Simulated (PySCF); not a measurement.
Species: C₅H₅F₃OS.
Atom-mapped SMILES: `[CH2:1]=[C:2]([CH2:3][CH:4]=[S:5])[O:6][C:7]([F:8])([F:9])[F:10]` (hydrogens: H11, H12 on C1; H13, H14 on C3; H15 on C4)

Level: PBE0/pcSseg-1 and wB97X-D/def2-SVPD in PySCF, non-relativistic, on one gas-phase PBE0-D3(BJ)/def2-SVP geometry that isn't relaxed in the solvent. The solvent is an IEF-PCM continuum (Bondi radii, 1.10 Å for H, scaled by 1.2). The model holds no explicit solvent molecules, cavitation or dispersion.

Gas phase at PBE0/pcSseg-1: HOMO -6.74 eV, LUMO -2.48 eV, dipole 1.63 D.

Q: What does the continuum do to the energy, the frontier levels and the dipole at PBE0/pcSseg-1 in benzene and tetrahydrofuran?

A: 
```
        solvent      ε  E(solvent) − E(gas) (kcal/mol)  polarisation term (kcal/mol)  distortion of the solute (kcal/mol)  HOMO (eV)  LUMO (eV)  dipole (D)
        benzene  2.271                           -1.95                         -2.09                                 0.14      -6.73      -2.41        1.90
tetrahydrofuran  7.426                           -3.57                         -4.06                                 0.49      -6.75      -2.39        2.12
```

The polarisation term is half the interaction of the solute with the surface charges that it induces; the rest is the cost of distorting the solute's density. The sum is the electrostatic part of solvation alone. From benzene to tetrahydrofuran the lowering changes by a factor 1.83, Onsager's factor (ε − 1)/(2ε + 1) by 1.77 and ε itself by 3.3.

Q: Which radius a makes the point-dipole formula ΔE = −[(ε − 1)/(2ε + 1)]·μ²/a³ give the value in tetrahydrofuran, with the gas-phase dipole?

A: μ = 0.641 au and |ΔE| = 0.00569 Eh give a = 1.63 Å; the farthest nucleus lies 3.71 Å from the centroid of the nuclei, so such a sphere wouldn't even hold the nuclei. The formula assumes a rigid point dipole at the centre of a sphere.

Q: Which Hirshfeld charges (PBE0/pcSseg-1) respond most in benzene (means over atoms taken as equivalent)?

A: 
| atoms | environment | gas (e) | solvent (e) | change |
| --- | --- | --- | --- | --- |
| S5 | thiocarbonyl sulfur | -0.091 | -0.113 | -0.022 |
| C4 | thiocarbonyl carbon | +0.009 | +0.015 | +0.006 |
| H15 | hydrogen on carbon | +0.046 | +0.051 | +0.005 |
| H13/H14 | methylene hydrogen | +0.057 | +0.062 | +0.005 |
| H11 | vinylic hydrogen | +0.059 | +0.063 | +0.004 |
| C3 | allylic carbon | -0.074 | -0.072 | +0.002 |
| H12 | vinylic hydrogen | +0.041 | +0.043 | +0.002 |
| F8/F9/F10 | fluorine of a CF3 group | -0.083 | -0.084 | -0.001 |
| O6 | ether oxygen | -0.118 | -0.118 | 0.000 |
| C2 | vinylic carbon bearing oxygen | +0.074 | +0.074 | 0.000 |
| C1 | terminal =CH2 carbon | -0.133 | -0.133 | 0.000 |
| C7 | CF3 carbon | +0.322 | +0.322 | 0.000 |

Q: Which Mayer bond orders change most in benzene?

A: 
```csv
bond,length (Å),gas,solvent,change
C4–S5,1.612,1.925,1.904,-0.021
C2–O6,1.382,0.913,0.908,-0.005
C3–H13,1.107,0.912,0.907,-0.005
C3–C4,1.500,0.971,0.975,+0.004
O6–C7,1.350,1.038,1.042,+0.004
C7–F8,1.317,1.075,1.073,-0.002
C7–F9,1.331,1.019,1.017,-0.002
C7–F10,1.329,1.026,1.024,-0.002
```

Gas phase at wB97X-D/def2-SVPD: HOMO -8.63 eV, LUMO -0.76 eV, dipole 1.72 D.

Q: What does the continuum do to the energy, the frontier levels and the dipole at wB97X-D/def2-SVPD in benzene and tetrahydrofuran?

A: 
```
        solvent      ε  E(solvent) − E(gas) (kcal/mol)  polarisation term (kcal/mol)  distortion of the solute (kcal/mol)  HOMO (eV)  LUMO (eV)  dipole (D)
        benzene  2.271                           -2.06                         -2.23                                 0.17      -8.62      -0.70        2.02
tetrahydrofuran  7.426                           -3.78                         -4.37                                 0.59      -8.64      -0.67        2.29
```

Q: How does the static polarisability (wB97X-D/def2-SVPD, frozen core, with the continuum's full static response) change?

A: 
```json
{"medium": "gas", "isotropic (au)": "88.5", "principal values (au)": "69.6, 85.1, 110.8", "⟨r²⟩ of the electrons (bohr²)": "2157.9"}
{"medium": "benzene", "isotropic (au)": "100.6", "principal values (au)": "79.3, 97.7, 124.8", "⟨r²⟩ of the electrons (bohr²)": "2159.1"}
{"medium": "tetrahydrofuran", "isotropic (au)": "112.7", "principal values (au)": "90.2, 111.1, 136.7", "⟨r²⟩ of the electrons (bohr²)": "2160.2"}
```

The isotropic value in tetrahydrofuran is 1.27 times the gas-phase one; no cavity-field correction is applied. ⟨r²⟩ is taken about the centre of nuclear charge.

On one thread, Arm Neoverse V1, on a shared host, this took 30 s wall. This is the whole shielding run at PBE0/pcSseg-1 in tetrahydrofuran, SCF included.

Conformer computed: `[CH2:1]=[C:2]([CH2:3][CH:4]=[S:5])[O:6][C:7]([F:8])([F:9])[F:10]`: C1–C2–C3–C4 -111°, C2–C3–C4–S5 131°, C1–C2–O6–C7 9°, C2–O6–C7–F8 177°.

wB97X-D is run here without its empirical dispersion term; that term would change no orbital, density or response property at a fixed geometry.
